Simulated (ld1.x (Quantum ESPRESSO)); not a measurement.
## Configuration tests for V (TM)

ld1.x (Quantum ESPRESSO) 7.5 input, shortened:

```
&input
   title='V', zed=23., rel=1, dft='PBE', iswitch=3,
   config='[Ar] 3d3 4s1 4p0'
 /
 &inputp
   pseudotype=2, tm=.true., lloc=-1, rcloc=1.45,
   nlcc=.true., rcore=1.48
 /
3
4S  1  0   1.00   0.00  2.55  2.55  0.0
3P  2  1   6.00   0.00  1.50  1.50  0.0
3D  3  2   3.00   0.00  1.80  1.80  0.0
 &test
   configts(1)='3p6 3d3 4s1 4p0'
 /
```

Energies are relative to the spin-unpolarised reference configuration 3p6 3d3 4s1 4p0; without spin polarisation the order of configurations can differ from experiment.

```csv
valence configuration,charge,ΔE all-electron (eV),error AE − PS (meV)
3p6 3d3 4s0 4p0,+2,14.296,-9.1
3p6 3d2 4s0 4p0,+3,43.194,+75
3p6 3d3 4s0 4p1,+1,4.105,+0.5
3p6 3d2 4s2 4p0,+1,3.240,-81
3p6 3d3 4s0 4p2,0,-0.880,+4.7
3p6 3d4 4s0 4p0,+1,-0.538,-58
```

What are ΔE and the potential's error for 3p6 3d3 4s2 4p0?

ΔE = -7.735 eV all-electron; the error (AE − PS) is -2.4 meV.

Levels in the configuration 3p6 3d3 4s0 4p2:

```tsv
level	all-electron (eV)	pseudo (eV)
3p	-46.748	-46.623
3d	-7.688	-7.620
4p	-2.642	-2.644
```

Note: ghost state, extra bound levels that the all-electron valence spectrum of the same l lacks: s at -62.7 eV. A true bound ghost makes a file unfit for plane-wave use.
